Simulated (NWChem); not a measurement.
The numbers come from NWChem runs, not from measurements. System: arsine (H$_{3}$As), charge 0, spin multiplicity 1, at a geometry optimised with PBE/def2-SVP. Level: MP2/3-21G, 9 core orbitals frozen.

Job file:

```
start mol
memory heap 200 mb stack 900 mb global 1100 mb
geometry units angstroms nocenter noautoz
  As     0.001045     0.072646     0.000000
  H     -0.646503    -0.789985     1.099992
  H     -0.646503    -0.789985    -1.099992
  H      1.258535    -0.817363     0.000000
  symmetry group Cs
end
basis spherical
  * library 3-21g
end
scf
  rhf
  nopen 0
  maxiter 100
  thresh 1e-7
  semidirect memsize 60000000 filesize 0
end
mp2
  freeze core 9
end
task mp2 energy
```

Output (cleaned and shortened):

```
             Northwest Computational Chemistry Package (NWChem) 7.3.0
             --------------------------------------------------------

                                NWChem Input Module
                                -------------------

 Scaling coordinates for geometry "geometry" by  1.889725989
 (inverse scale =  0.529177249)

 Turning off AUTOSYM since
 SYMMETRY directive was detected!

                             Geometry "geometry" -> ""
                             -------------------------

 Output coordinates in angstroms (scale by  1.889725989 to convert to a.u.)

  No.       Tag          Charge          X              Y              Z
 ---- ---------------- ---------- -------------- -------------- --------------
    1 As                  33.0000     0.00104500     0.07264600     0.00000000
    2 H                    1.0000    -0.64650300    -0.78998500     1.09999200
    3 H                    1.0000    -0.64650300    -0.78998500    -1.09999200
    4 H                    1.0000     1.25853500    -0.81736300     0.00000000

 Effective nuclear repulsion energy (a.u.)      34.7270960478

            Nuclear Dipole moment (a.u.)
            ----------------------------
        X                 Y               Z
 ---------------- ---------------- ----------------
     0.0000264562    -0.0000283459     0.0000000000

      Symmetry information
      --------------------

 Group name             Cs
 Group number              2
 Group order               2
 No. of unique centers     3

      Symmetry unique atoms

     1    2    4


 Summary of "ao basis" -> "" (spherical)
 ------------------------------------------------------------------------------
       Tag                 Description            Shells   Functions and Types
 ---------------- ------------------------------  ------  ---------------------
 *                           3-21g                    on all atoms

 Summary of "ao basis" -> "ao basis" (spherical)
 ------------------------------------------------------------------------------
       Tag                 Description            Shells   Functions and Types
[...]
     1   1 0 0     -0.002587      0.000000      0.000026
     1   0 1 0     -0.180526      0.000000     -0.000028
     1   0 0 1      0.000000      0.000000      0.000000

     2   2 0 0    -15.259961      0.000000      8.641542
     2   1 1 0     -0.024679      0.000000     -0.016853
     2   1 0 1     -0.000000      0.000000      0.000000
     2   0 2 0    -16.976270      0.000000      7.464919
     2   0 1 1     -0.000000      0.000000      0.000000
     2   0 0 2    -15.259615      0.000000      8.641850

                   NWChem MP2 Semi-direct Energy/Gradient Module
                   ---------------------------------------------

  Basis functions       =     28
  Molecular orbitals    =     28
  Frozen core           =      9
  Frozen virtuals       =      0
  Active alpha occupied =      9
  Active beta occupied  =      9
  Active alpha virtual  =     10
  Active beta virtual   =     10
  Use MO symmetry       = T
  Use skeleton AO sym   = T

  AO/Fock/Back tols     =   1.0D-09  1.0D-09  1.0D-09

 GA uses MA = F    GA memory limited = T

 Available:
  local mem=  1.26D+08
 global mem=  1.44D+08
 local disk=  0.00D+00
  mp2_memr nvloc                    10
  nvloc new                    10
   1 passes of   9:        2097152                       3894                    125623.
   1 passes of   9: M    126154647           G      144177632           F     124057495.

 Semi-direct pass number   1 of   1  for RHF alpha+beta  at        0.1s
  vrange nnbf                   406
  mp2_eaftype                    10  avail_ma_in_mb                  1099
 EAF : mp2_eaftype filesize          10      62812.
  mp2_eaf for mointskh                     10
Node 0 wrote      0.3 Mb in      0.0 s     Agg I/O rate:  5281.3 Mb/s
 Done moints_semi at        0.2s
  mp2_eaftype                    10  avail_ma_in_mb                  1089
 EAF : mp2_eaftype filesize          10      62812.
  mp2_eaf for kh                    10
 Done maket at        0.2s
 Done multipass loop at        0.2s

          -------------------------------------------
          SCF energy               -2225.127455444387
          Correlation energy          -0.062568177743
          Singlet pairs               -0.054546992204
          Triplet pairs               -0.008021185539
          Total MP2 energy         -2225.190023622130
          -------------------------------------------

          ---------------------------------------------------
                    Spin Component Scaled (SCS) MP2
          Same spin pairs                     -0.005347457026
          Same spin scaling factor             0.333333333333
          Opposite spin pairs                 -0.057220720717
          Opposite spin scaling fact.          1.200000000000
          SCS-MP2 correlation energy          -0.070447350535
          Total SCS-MP2 energy             -2225.197902794922
          ---------------------------------------------------

 -----------------------
 Performance information
 -----------------------

 Timer overhead =  1.28D-07 seconds/call

               Nr. of calls         CPU time (s)                 Wall time (s)                GFlops
             ---------------    -------------------     ------------------------------   -------------------
Name         Min   Avg   Max    Min     Avg     Max     Min     Avg     Max   Mx/calls   Min     Max     Sum
mp2: moin     1     1     1   7.45E-2 7.45E-2 7.45E-2  7.45E-2 7.45E-2 7.45E-2 7.45E-2   0.0     0.0     0.0
mp2: make     1     1     1   1.33E-3 1.33E-3 1.33E-3  1.33E-3 1.33E-3 1.33E-3 1.33E-3   0.0     0.0     0.0
mp2: tota     1     1     1   8.35E-2 8.35E-2 8.35E-2  8.35E-2 8.35E-2 8.35E-2 8.35E-2   0.0     0.0     0.0

 The average no. of pstat calls per process was 3.00D+00
 with a timing overhead of 3.85D-07s

 Task  times  cpu:        0.1s     wall:        0.1s

 Total times  cpu:        0.2s     wall:        0.2s
```
